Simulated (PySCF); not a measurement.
CH3Se, SMILES C[Se] (connectivity only; charge and spin as stated), charge -1, multiplicity 1. Atoms are numbered in the order given.

```xyz
5

C      0.0000     0.0000    -1.5338
Se     0.0000     0.0000     0.4401
H      0.8858     0.5114    -1.9202
H     -0.8858     0.5114    -1.9202
H      0.0000    -1.0228    -1.9202
```
Charge -1, spin multiplicity 1.

The structure is a stationary point at PBE0-D3(BJ)/def2-TZVPD. The spin state was assumed, not searched. The isomer is the one that the SMILES or the coordinates give; other isomers of the formula were not compared.

Calculation: HF/pcSseg-2 (PySCF).

GIAO shieldings, no solvent; atoms alike by connectivity are averaged. δ = σ(ref) − σ: ¹³C against TMS (σ = 193.3 ppm); ⁷⁷Se against Me2Se (σ = 1901.4 ppm); ¹H against TMS (σ = 31.98 ppm), references at their B3LYP-D3(BJ)/def2-TZVP geometries, non-relativistic.

Problem. Estimate the chemical shifts. (Estimate from the structure and the level; the computed values follow.)

Solution. 
| nucleus | atoms | count | δ (ppm) |
|---|---|---|---|
| ¹³C | C1 | 1 | 4.9 |
| ⁷⁷Se | Se2 | 1 | -264.8 |
| ¹H | H3, H4, H5 | 3 | 1.37 |
